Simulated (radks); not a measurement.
Problem. All-electron atom: Rh in [Kr] 4d8 5d1 (not the ground configuration). All-electron calculation, scalar-relativistic Kohn-Sham, PBE, spin-polarised, spherical densities, finite nucleus; open shells are filled with parallel spins first (spin-orbit coupling, left out, can overturn this in heavy ions); Fermi nuclear charge, rms radius 4.4945 fm. Program: a radial shooting solver on a logarithmic mesh with Libxc functionals. Some entries of the table are withheld. Estimate them.

orbital,occ.,eigenvalue (hartree),<r^2> (bohr^2)
1s down,1,-846.7952,0.001438
1s up,1,-846.7951,0.001438
2s up,1,-122.9093,0.02374
2s down,1,-122.8985,0.02374
2p up,3,-110.1694,0.01869
2p down,3,-110.1613,0.01869
3s up,1,-22.09995,0.1747
3s down,1,-22.09460,0.1746
3p up,3,-17.91178,0.1772
3p down,3,-17.90564,0.1772
3d up,5,-11.21563,0.1640
3d down,5,-11.20591,0.1639
4s up,1,-3.22264,1.093
4s down,1,-3.17515,1.090
4p up,3,-2.04660,1.346
4p down,3,-1.99648,1.344
4d up,5,(1),2.890
4d down,3,(2),3.007
5d up,1,-0.02948,113.7

Solution. 
(1) 4d up eigenvalue (hartree): -0.40871
(2) 4d down eigenvalue (hartree): -0.35989
